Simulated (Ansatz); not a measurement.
`B/C=C(\C)O`, charge 0, multiplicity 1.

Task: Give a relaxed structure at PBE0-D4/def2-TZVP (Ansatz 0.2.0). (Estimate.)

Result: Ansatz gave: 
Z-matrix (Å, degrees):
```
C
C 1 1.488
H 1 1.095 2 110.0
H 1 1.095 2 110.0 3 118.5
H 1 1.086 2 111.4 3 -120.8
C 2 1.355 1 126.9 3 121.0
O 2 1.345 1 114.7 3 -59.0
B 6 1.506 2 124.9 1 -0.1
H 6 1.088 2 114.2 1 179.9
H 7 0.962 2 110.2 1 0.1
H 8 1.198 6 120.3 2 179.9
H 8 1.200 6 122.0 2 -0.1
```
Point group Cs.
This is one stationary point; other conformers may exist.
